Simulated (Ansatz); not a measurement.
A barrier at the coupled-cluster level

Start structure (AlN₃H₈, singlet), relaxed at PBE0-D4/def2-TZVP:

```json
{"atom": "Al1", "x (Å)": "-0.6108", "y (Å)": "-0.2312", "z (Å)": "0.0604"}
{"atom": "N2", "x (Å)": "0.0795", "y (Å)": "1.2818", "z (Å)": "0.6745"}
{"atom": "N3", "x (Å)": "-1.7420", "y (Å)": "-0.2004", "z (Å)": "-1.3009"}
{"atom": "N4", "x (Å)": "-0.1525", "y (Å)": "-1.7690", "z (Å)": "0.8072"}
{"atom": "H5", "x (Å)": "2.6915", "y (Å)": "1.1416", "z (Å)": "-0.2156"}
{"atom": "H6", "x (Å)": "3.4138", "y (Å)": "1.1362", "z (Å)": "-0.4140"}
{"atom": "H7", "x (Å)": "0.5360", "y (Å)": "1.3850", "z (Å)": "1.5652"}
{"atom": "H8", "x (Å)": "-0.0020", "y (Å)": "2.1779", "z (Å)": "0.2244"}
{"atom": "H9", "x (Å)": "-2.1931", "y (Å)": "0.6249", "z (Å)": "-1.6574"}
{"atom": "H10", "x (Å)": "-2.0255", "y (Å)": "-1.0053", "z (Å)": "-1.8334"}
{"atom": "H11", "x (Å)": "0.6190", "y (Å)": "-1.8929", "z (Å)": "1.4407"}
{"atom": "H12", "x (Å)": "-0.6137", "y (Å)": "-2.6487", "z (Å)": "0.6489"}
```

The step: AlN₃H₆ ([NH2][Al]([NH2])[NH2]) + H₂ → AlN₂H₅ ([NH2][AlH][NH2]) + NH₃ (still joined by a long Al–N bond); bonds formed: Al1–H6, N2–H5; bonds broken: H5–H6; bonds weakened to dative contacts: Al1–N2. Program: Ansatz 0.2.0. Basis: def2-TZVPP and def2-QZVPP. Cores are frozen in the correlated methods. Extrapolation: Hartree–Fock as exp(−7.88 √X), correlation as X^−2.97. Energies below are by CCSD(T) at an estimated basis limit (MP2 extrapolated from triple and quadruple zeta, plus CCSD(T) − MP2 in triple zeta).

(1) What are the electronic barrier and the energy of the step, from the start structure to the end structure? (An estimate is asked for; the value comes from the calculation.)

The T1 diagnostic stays at or below 0.012.

Answers

(1) The calculation gives: Barrier 1.075 eV; step energy -0.275 eV (downhill); reverse barrier, their difference, 1.350 eV. Barrier and step energy count from the start structure, the reverse barrier from the end structure.

The saddle point: One imaginary mode of 1247i cm⁻¹.
| pair | start (Å) | saddle (Å) | end (Å) |
| --- | --- | --- | --- |
| Al1–H6 | 4.28 | 1.83 | 1.60 |
| N2–H5 | 2.76 | 1.37 | 1.01 |
| Al1–N2 | 1.77 | 1.90 | 2.06 |
| H5–H6 | 0.75 | 1.02 | 2.88 |

Zero-point energy (harmonic, PBE0-D4): ZPE is 2.406 eV at the start and 2.472 eV at the saddle, so the barrier goes from 1.075 to 1.140 eV.

Labels in which every atom is bracketed show which atoms are joined, not bond orders.

For scale, one of the runs: CCSD(T)/def2-TZVPP, 247 basis functions, launched by `ansatz run in.yaml --threads 4 --pin off --events-out ev --progress --plain --max-ram 9574MiB`. Time: 120 s of wall clock on 4 CPU threads of an Arm Neoverse V1; the host was shared. Peak host memory: 5.1 GiB.
